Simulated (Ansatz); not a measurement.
CH4OSSi (`C1O[SiH2]S1`), relaxed with RKS PBE0-D4/def2-TZVP in Ansatz from a PBE-D4/def2-SVP geometry. The force threshold is 0.005 eV/Å; the program also tests the step.

Total charge 0; spin multiplicity 1.

Start:

```xyz
8

C    -0.099    1.190    0.047
O     0.882    0.266    0.499
Si    0.138   -1.176   -0.025
S    -1.427    0.111   -0.761
H     0.315    1.894   -0.706
H    -0.547    1.759    0.890
H     0.948   -1.930   -1.044
H    -0.209   -2.112    1.099
```

```tsv
step	energy (eV)	largest force (eV/Å)	largest move (Å)
1	-21854.5137	0.820	0.000
2	-21854.5639	0.599	0.027
3	-21854.5755	0.099	0.014
4	-21854.5760	0.062	0.004
5	-21854.5761	0.035	0.003
6	-21854.5761	0.002	0.001
```

End:

```xyz
8

C    -0.108    1.178    0.042
O     0.869    0.253    0.491
Si    0.141   -1.153   -0.022
S    -1.406    0.108   -0.750
H     0.314    1.864   -0.695
H    -0.537    1.730    0.880
H     0.934   -1.900   -1.030
H    -0.207   -2.080    1.084
```

Hardware: 2 threads of an Arm Neoverse V1 on a shared host. Wall time 29 s, peak host memory 0.34 GiB.
